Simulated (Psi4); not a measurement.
C$_{2}$H$_{3}$O$_{2}$, doublet, geometry from GFN2-xTB; CCSD(T)/STO-3G in Psi4.

Psi4 was given this input:
```
memory 2 GB

molecule mol {
0 2
C    -0.241744    0.214389    0.004552
O     0.230380    1.315484    0.012491
O    -1.279745   -0.382174    0.007296
C     1.023874   -0.905434   -0.019249
H     1.949220   -0.345411   -0.021383
H     0.884572   -1.497373    0.876178
H     0.868348   -1.477429   -0.924909
}

set {
  basis sto-3g
  reference uhf
  freeze_core true
  mp2_type conv
  scf_type pk
  puream true
  d_convergence 1e-8
}

energy('ccsd(t)')
print_variables()
```

The log (banner, timings and long lists left out):

```
   => Loading Basis Set <=

    Name: STO-3G
    Role: ORBITAL
    Keyword: BASIS

         ---------------------------------------------------------
                                   SCF
               by Justin Turney, Rob Parrish, Andy Simmonett
                          and Daniel G. A. Smith
                              UHF Reference
         ---------------------------------------------------------

  ==> Geometry <==

    Molecular point group: c1
    Full point group: C1

    Geometry (in Angstrom), charge = 0, multiplicity = 2:

       Center              X                  Y                   Z               Mass
    ------------   -----------------  -----------------  -----------------  -----------------
         C           -0.179591333644     0.158647671381     0.003374897107    12.000000000000
         O            0.292532666356     1.259742671381     0.011313897107    15.994914619570
         O           -1.217592333644    -0.437915328619     0.006118897107    15.994914619570
         C            1.086026666356    -0.961175328619    -0.020426102893    12.000000000000
         H            2.011372666356    -0.401152328619    -0.022560102893     1.007825032230
         H            0.946724666356    -1.553114328619     0.875000897107     1.007825032230
         H            0.930500666356    -1.533170328619    -0.926086102893     1.007825032230

  Running in c1 symmetry.

  Rotational constants: A =      0.37823  B =      0.34413  C =      0.18671 [cm^-1]
  Rotational constants: A =  11339.15949  B =  10316.73300  C =   5597.55127 [MHz]
  Nuclear repulsion =  113.219133355003109

  Charge       = 0
  Multiplicity = 2
  Electrons    = 31
  Nalpha       = 16
  Nbeta        = 15

  ==> Algorithm <==

  SCF Algorithm Type is PK.
  DIIS enabled.
  MOM disabled.
  Fractional occupation disabled.
  Guess Type is SAD.
  Energy threshold   = 1.00e-08
  Density threshold  = 1.00e-08
  Integral threshold = 1.00e-12

  ==> Primary Basis <==

  Basis Set: STO-3G
    Blend: STO-3G
    Number of shells: 15
    Number of basis functions: 23
    Number of Cartesian functions: 23
    Spherical Harmonics?: true
    Max angular momentum: 1

  ==> Integral Setup <==

  Using in-core PK algorithm.
   Calculation information:
      Number of atoms:                   7
      Number of AO shells:              15
      Number of primitives:             45
      Number of atomic orbitals:        23
      Number of basis functions:        23

      Integral cutoff                 1.00e-12
      Number of threads:                 1

  Performing in-core PK
  Using 76452 doubles for integral storage.
  We computed 6891 shell quartets total.
  Whereas there are 7260 unique shell quartets.

  ==> DiskJK: Disk-Based J/K Matrices <==

    J tasked:                  Yes
    K tasked:                  Yes
    wK tasked:                  No
    Schwarz Cutoff:          1E-12

  Minimum eigenvalue in the overlap matrix is 2.2301870235E-01.
  Reciprocal condition number of the overlap matrix is 9.7829842478E-02.
    Using symmetric orthogonalization.

  ==> Pre-Iterations <==

  SCF Guess: Superposition of Atomic Densities via on-the-fly atomic UHF (no occupation information).

   -------------------------
    Irrep   Nso     Nmo
   -------------------------
     A         23      23
   -------------------------
    Total      23      23
   -------------------------

  ==> Iterations <==

                        Total Energy        Delta E     RMS |[F,P]|

   @UHF iter SAD:  -221.72574199898187   -2.21726e+02   0.00000e+00
   @UHF iter   1:  -223.91705970227301   -2.19132e+00   2.36916e-02 DIIS/ADIIS
   @UHF iter   2:  -224.06124199422962   -1.44182e-01   1.18892e-02 DIIS/ADIIS
   @UHF iter   3:  -224.10147863389636   -4.02366e-02   1.75810e-03 DIIS/ADIIS
   @UHF iter   4:  -224.10399725857067   -2.51862e-03   5.93904e-04 DIIS/ADIIS
   @UHF iter   5:  -224.10448786934677   -4.90611e-04   5.41123e-04 DIIS/ADIIS
   @UHF iter   6:  -224.10472367775841   -2.35808e-04   4.41117e-04 DIIS/ADIIS
   @UHF iter   7:  -224.10485608137782   -1.32404e-04   4.79987e-04 DIIS/ADIIS
   @UHF iter   8:  -224.10416877896012    6.87302e-04   2.06739e-04 DIIS/ADIIS
   @UHF iter   9:  -224.10414006360671    2.87154e-05   5.11707e-05 DIIS
   @UHF iter  10:  -224.10414162163104   -1.55802e-06   1.59551e-05 DIIS
   @UHF iter  11:  -224.10414192718497   -3.05554e-07   5.07024e-06 DIIS
   @UHF iter  12:  -224.10414195411704   -2.69321e-08   2.17448e-06 DIIS
   @UHF iter  13:  -224.10414195921243   -5.09539e-09   8.88320e-07 DIIS
   @UHF iter  14:  -224.10414196001153   -7.99105e-10   2.46164e-07 DIIS
   @UHF iter  15:  -224.10414196007241   -6.08793e-11   1.01112e-07 DIIS
   @UHF iter  16:  -224.10414196008537   -1.29603e-11   3.32833e-08 DIIS
   @UHF iter  17:  -224.10414196008611   -7.38964e-13   1.81580e-08 DIIS
   @UHF iter  18:  -224.10414196008631   -1.98952e-13   6.90824e-09 DIIS
  Energy and wave function converged.

  ==> Post-Iterations <==

   @Spin Contamination Metric:   3.906609430E-02
   @S^2 Expected:                7.500000000E-01
   @S^2 Observed:                7.890660943E-01
   @S   Expected:                5.000000000E-01
   @S   Observed:                5.000000000E-01

    Orbital Energies [Eh]
    ---------------------

    Alpha Occupied:

[...]
      16A     -0.357811

    Alpha Virtual:

[...]
      23A      1.168242

    Beta Occupied:

[...]
    Beta Virtual:

[...]
    Final Occupation by Irrep:
              A
    DOCC [    15 ]
    SOCC [     1 ]
    NA   [    16 ]
    NB   [    15 ]

  @UHF Final Energy:  -224.10414196008631

   => Energetics <=

    Nuclear Repulsion Energy =            113.2191333550031089
    One-Electron Energy =                -532.6882771830079264
    Two-Electron Energy =                 195.3650018679184939
    Total Energy =                       -224.1041419600863094

  UHF NO Occupations:
  HONO-2 :   14  A 1.9965427
  HONO-1 :   15  A 1.9866018
  HONO-0 :   16  A 1.0000000
[...]
     8        -0.260561252866295    1.005e-03    0.032454    0.000000    0.000000    0.000000
     9        -0.260557220926475    8.002e-04    0.032616    0.000000    0.000000    0.000000
    10        -0.260554072110357    4.534e-04    0.032752    0.000000    0.000000    0.000000
    11        -0.260553117001410    1.769e-04    0.032802    0.000000    0.000000    0.000000
    12        -0.260562907616988    5.181e-05    0.032805    0.000000    0.000000    0.000000
    13        -0.260563740832952    1.810e-05    0.032807    0.000000    0.000000    0.000000
    14        -0.260564700949585    8.447e-06    0.032807    0.000000    0.000000    0.000000
    15        -0.260564927727756    4.235e-06    0.032808    0.000000    0.000000    0.000000
    16        -0.260564923187797    1.857e-06    0.032808    0.000000    0.000000    0.000000
    17        -0.260564962827879    7.648e-07    0.032808    0.000000    0.000000    0.000000
    18        -0.260564960534255    3.875e-07    0.032808    0.000000    0.000000    0.000000
    19        -0.260564964101209    2.639e-07    0.032808    0.000000    0.000000    0.000000
    20        -0.260564963693056    1.532e-07    0.032808    0.000000    0.000000    0.000000
    21        -0.260564960551113    1.054e-07    0.032808    0.000000    0.000000    0.000000
    22        -0.260564963228038    4.752e-08    0.032808    0.000000    0.000000    0.000000

    Iterations converged.

    Largest TIA Amplitudes:
              8   0         0.0743233927
              4   0         0.0519352940
             10   1         0.0366153983
              5   1        -0.0270482194
              3   1         0.0253793281
             10   5        -0.0225764276
              5   5         0.0183494123
              9   6        -0.0146916519
              4   4         0.0086803581
              2   1         0.0073877114

    Largest Tia Amplitudes:
              6   0        -0.0649902477
              7   1         0.0503028658
              4   1         0.0401211154
              5   0         0.0313330792
             10   0        -0.0294647168
             10   7         0.0209955742
              3   2        -0.0183068021
              8   7         0.0175281513
              6   2        -0.0121462953
              6   6        -0.0121074676

    Largest TIJAB Amplitudes:
     11   9   5   0        -0.0240005891
     11   7   5   0        -0.0190923223
      8   7   6   0         0.0136071361
     11  10   6   0        -0.0132827412
      8   5   5   0         0.0128961142
     10   8   1   0        -0.0124413843
     11   9   1   0         0.0111678281
      7   4   6   0        -0.0110729065
      9   7   5   1        -0.0109596631
      5   4   5   0        -0.0106194110

    Largest Tijab Amplitudes:
     10   9   1   0        -0.1244282375
     10   8   6   0        -0.0484812620
     10   9   2   1        -0.0357453101
      9   8   6   1         0.0332761444
      9   8   1   0         0.0282905638
     10   8   6   2         0.0176646872
     10   1   6   0         0.0173149279
     10   9   6   1         0.0168613592
      8   7   7   1         0.0167039332
      8   4   7   1         0.0153808721

    Largest TIjAb Amplitudes:
     11  10   0   0         0.1393934927
     11   9   0   1        -0.0958313489
     10   6   1   0         0.0595367761
      9  10   5   0        -0.0562049318
      6   5   3   4        -0.0459651144
      8   7   0   1        -0.0414278900
      9  10   1   0         0.0399943077
     10   3   1   0         0.0391434833
     11  10   0   2        -0.0390344255
      7   5   3   4        -0.0388219121

    SCF energy       (wfn)                    = -224.104141960086309
    Reference energy (file100)                = -224.104141960086082

    Opposite-spin MP2 correlation energy      =   -0.176857916233438
    Same-spin MP2 correlation energy          =   -0.060904048803625
    Singles MP2 correlation energy            =   -0.000000000000000
    MP2 correlation energy                    =   -0.237761965037063
      * MP2 total energy                      = -224.341903925123148

    Opposite-spin CCSD correlation energy     =   -0.206214241948226
    Same-spin CCSD correlation energy         =   -0.054350721279811
    Singles CCSD correlation energy           =   -0.000000000000000
    CCSD correlation energy                   =   -0.260564963228038
      * CCSD total energy                     = -224.364706923314117

            **************************
            *                        *
            *        CCTRIPLES       *
            *                        *
            **************************

    Wave function   =    CCSD_T
    Reference wfn   =      UHF

    Nuclear Rep. energy (wfn)                =  113.219133355003109
    SCF energy          (wfn)                = -224.104141960086309
    Reference energy    (file100)            = -224.104141960086082
    CCSD energy         (file100)            =   -0.260564963228038
    Total CCSD energy   (file100)            = -224.364706923314117

    Number of ijk index combinations:
    Spin Case AAA:                                 220
    Spin Case BBB:                                 165
    Spin Case AAB:                                 726
    Spin Case ABB:                                 660
    AAA (T) energy                             =   -0.000099801167055
    BBB (T) energy                             =   -0.000609526066085
    AAB (T) energy                             =   -0.005622643040175
    ABB (T) energy                             =   -0.012581918068426
    (T) energy                                   =   -0.018913888341740
      * CCSD(T) total energy                     = -224.383620811655874

  Variable Map:
  ----------------------------------------------------------------------------
[...]
  Array Variable Map:
  ----------------------------------------------------------------------------
[...]
[...]
```
